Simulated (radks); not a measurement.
The mean radii <r> (bohr) of the occupied orbitals of an atom or ion are listed with their occupations. All-electron calculation, scalar-relativistic Kohn-Sham, r2SCAN, spin-polarised, spherical densities, finite nucleus; meta-GGA in the generalised Kohn-Sham scheme; Fermi nuclear charge, rms radius of each element as measured or else 0.836 A^(1/3) + 0.57 fm. Program: a radial shooting solver on a logarithmic mesh with Libxc functionals.

orbital  occ.      <r>
1s up       1  0.01744
1s down     1  0.01744
2s up       1  0.07360
2s down     1  0.07358
2p up       3  0.06624
2p down     3  0.06622
3s up       1   0.1889
3s down     1   0.1888
3p up       3   0.1893
3p down     3   0.1892
3d up       5   0.1712
3d down     5   0.1712
4s up       1   0.3896
4s down     1   0.3901
4p up       3   0.4032
4p down     3   0.4039
4d up       5   0.4043

Name the element and its charge. Open shells, if any, are filled with parallel spins first.

Answer. Z = 77, iridium, charge +36: Ir36+ in [Kr] 4d5. The 1s radius gives Z: for a bare nucleus <r> = (2 gamma + 1)/(2Z) with gamma = sqrt(1 - (Z/c)^2), 0.01724 bohr for Z = 77, and screening makes it slightly larger (0.01744 here). The occupations add up to 41, and the charge is Z minus that.
